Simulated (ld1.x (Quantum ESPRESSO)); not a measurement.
LDA (PZ) TM dataset for iron (Fe), fully relativistic all-electron reference.

iron, norm-conserving Troullier–Martins (Kleinman–Bylander form), made with ld1.x (Quantum ESPRESSO) 7.5 (LDA (PZ), fully relativistic). Core [Ar], reference 3d6 4s1 4p1. Waves: 4s (bound): rc 1.90 bohr; 4p (bound): rc 2.90 bohr; 3d (bound): rc 0.85 bohr. Local part: the d channel. Core correction: none.

Open shells are filled in proportion to 2j + 1 (rel_dist='average').

Poles of the logarithmic derivatives, all-electron (AE) and pseudo (PS). s: poles at 0.3 (AE) and 0.2, 0.7 (PS) Ry. p1/2: poles at 1.1 (AE) and 1.0, 4.3 (PS) Ry. p3/2: poles at 1.1 (AE) and 1.0, 4.2 (PS) Ry. d3/2: poles at -0.7, 2.5 (AE) and -0.6, 2.5 (PS) Ry. d5/2: poles at -0.6, 2.5 (AE) and -0.6, 2.5 (PS) Ry. Test radius 3.15 bohr.

* Cutoffs needed: 260 Ry and 300 Ry (the cutoffs (Ry, on a coarse ladder) from which the occupation-weighted sum of valence levels, in a spherical-Bessel basis at the reference potential, stays within 10 and 1 mRy of its value at 400 Ry)
* Ghost test: ghost states, extra bound levels that the all-electron valence spectrum of the same l lacks: s at -509.8 eV, p3/2 at -224.5 eV, p1/2 at -222.7 eV; a true bound ghost makes a file unfit for plane-wave use (spherical-Bessel basis up to 400 Ry, 20 bohr box)
* Largest excitation error: -426 meV (all-electron minus pseudo) for 3d4 4s0 4p0, out of 7 test configurations
